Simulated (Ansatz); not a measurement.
Born–Oppenheimer molecular dynamics of C₂H₄AlClFN (10 atoms, charge 0, multiplicity 1). It starts from a relaxed structure.

Theory: RKS PBE-D4/STO-3G in Ansatz 0.2.0.

```
ensemble                      : NVE (velocity Verlet)
time step                     : 0.5 fs
steps asked                   : 459
starting velocities drawn for : 500 K
seed                          : 443242
```

First frame:

```xyz
10
Properties=species:S:1:pos:R:3
N -0.848 -0.636 0.539
C 0.749 -0.256 0.485
F 1.565 -1.266 0.946
C 0.756 0.248 -1.030
Al -0.397 1.179 0.149
Cl -1.642 2.785 0.640
H -1.182 -1.393 -0.137
H -1.123 -0.961 1.508
H 0.482 -0.476 -1.825
H 1.722 0.724 -1.273
```

Problem. What does the run give?

Solution. All steps were run.

- steps done: 459
- time covered: 229.5 fs
- mean temperature over the second half: 252 K
- spread of the potential energy over the second half: 7.1 meV per atom
- mean potential energy of the second half above the start: 25.9 meV per atom

The conserved energy stayed within 0.48 meV per atom of its start (net change 0.25 meV per atom), so the integration is sound. The temperature averaged 0.50 of the 500 K drawn at the start: a run that starts near a minimum puts about half its kinetic energy into the potential. A run of 0.23 ps of so small a system gives no equilibrium averages. Limits of this set-up: minimal basis.

Problem. What happens to the structure?

Solution. The same pairs are bonded in the first frame and the last. Pairs count as bonded within 1.25 times the sum of covalent radii (0.12 Å more for H–H). The details hang on the random start.

Problem. How do temperature and energy run in time?

Solution. 
```tsv
time (fs)	T (K)	potential energy less start (eV)	conserved less start (meV/atom)
0.0	500	0.000	0.00
19.0	371	0.135	0.12
38.0	205	0.308	0.33
57.0	123	0.394	0.41
76.0	117	0.400	0.38
95.0	217	0.296	0.30
114.0	359	0.147	0.09
133.0	420	0.082	-0.02
152.0	232	0.280	0.31
171.0	228	0.286	0.39
190.0	225	0.286	0.20
209.0	244	0.267	0.18
228.0	340	0.166	0.04
```

Run time: 16 min on 1 thread of Arm Neoverse V2, with other jobs on the host, peak memory 0.097 GiB.
